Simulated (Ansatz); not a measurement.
`CB[SiH2]Cl` → `B[SiH2]Cl` + `[CH2]` (triplet) at 700 K and 1 bar (formal loss of a carbene).

Calculated with Ansatz (gas phase, PBE0-D4/def2-TZVP geometries, no zero-point term in ΔE). CBS: MP2 limit from def2 TZ/QZ plus the TZ coupled-cluster correction, frozen cores. This one scheme is used for every species. Triplets are unrestricted, without spin–orbit coupling. Each species was taken in one conformer, which may not be the lowest.

```
          species  CCSD(T)/CBS energy (Eh)  H − E (kJ/mol)  S (J/(mol·K))
     `CB[SiH2]Cl`               -815.34006           250.1          460.5
      `B[SiH2]Cl`               -776.05948           156.8          388.5
`[CH2]` (triplet)                -39.09499            70.4          226.8
```

H − E and S are ideal-gas, rigid-rotor, harmonic terms from PBE0-D4/def2-TZVP, for one conformer and one mirror image of each species, with the whole ground term of open shells counted as degenerate. 1 Eh = 2625.50 kJ/mol, R = 8.31446 J/(mol·K).

Task: By hand: ΔE, ΔH, ΔS and ΔG.

Result: ΔE = (-776.05948) + (-39.09499) − (-815.34006) = 0.18559 Eh = 487.3 kJ/mol. Δ(H − E) = 156.8 + 70.4 − 250.1 = -22.9, so ΔH = 464.4 kJ/mol. ΔS = 388.5 + 226.8 − 460.5 = 154.8 J/(mol·K). ΔG = 464.4 − 700 × (154.8)/1000 = 356.0 kJ/mol.

Task: By hand: the equilibrium constant, and the temperature at which ΔG would vanish if ΔH and ΔS stayed fixed.

Result: log₁₀ K = −ΔG/(RT ln 10) = -26.6. ΔG = 0 at ΔH/ΔS = 3000 K, far beyond where these terms or the molecules hold.

The number of gas molecules changes by +1, which sets the sign of ΔS. A doubt of 5 kJ/mol in ΔE shifts log₁₀ K by 0.4 here. Other conformers and mirror images would add mixing entropy, several J/(mol·K) or more a flexible species. Modes under 60 cm⁻¹, often nearly free rotors, make the harmonic entropy too high. A triplet takes part, so the spin changes. These are equilibria of isolated gas molecules and say nothing of rates. Largest T1 diagnostic: 0.011 (customary marks: 0.02 for closed shells, 0.045 for open ones).
